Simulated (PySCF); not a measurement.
**Re: excitation energy**

Re [Xe] 4f14 5d5 6s2 (6S) → Re [Xe] 4f14 5d7 (4F), as a difference of total energies. Calculation: PySCF 2.14, in x2c-TZVPPall (11s7p7d3f1g, 97 functions); scalar relativity by spin-free X2C-1e. The calculations carry no spin-orbit coupling.

```tsv
method	excitation energy (cm⁻¹)
UHF	47609
BLYP	35154
wB97X	39618
wB97X-V	36263
```
